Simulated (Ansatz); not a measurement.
Ideal-gas functions of `[O]=[V]([F])([F])[F]` at 400 K and 1 bar, from an Ansatz frequency run at PBE0-D4/def2-TZVP.

Molar mass 123.94 g/mol, point group C3v (symmetry number 3), electronic degeneracy 1, moments of inertia 129.577, 129.58, 150.252 u Å². Harmonic wavenumbers (cm⁻¹, unscaled): 208, 208, 264, 321, 321, 749, 827, 827, 1175.

Use S(trans) = R[1.5 ln M + 2.5 ln T − 1.1517]; rotational temperatures θ = 24.2544 K / I; S(rot) = R[ln(√π/σ · √(T³/θAθBθC)) + 1.5]; for each mode x = 1.438777 ν̃/T, S = R[x/(eˣ − 1) − ln(1 − e⁻ˣ)] and H = RT x/(eˣ − 1); 1 cm⁻¹ = 0.0119627 kJ/mol; R = 8.31446 J/(mol·K).

Question: By hand: the entropy, in J/(mol·K).

Answer: Translation 175.1. Rotation: θ = 0.1872, 0.1872, 0.1614 K, giving 104.3. Vibration, mode by mode: 10.92, 10.92, 9.05, 7.57, 7.57, 2.21, 1.77, 1.77, 0.64, in all 52.4. Electronic 0.0. Sum 331.8 J/(mol·K).

Question: By hand: H − E and G − E in kJ/mol, counted from the electronic energy.

Answer: Zero-point energy ½ × 4900 × 0.0119627 = 29.3; thermal vibration 11.9; translation, rotation and pV give 4 RT = 13.3. H − E = 54.5 kJ/mol, and G − E = 54.5 − 400 × 331.8/1000 = -78.2 kJ/mol.

Vibration gives 16 % of the entropy.
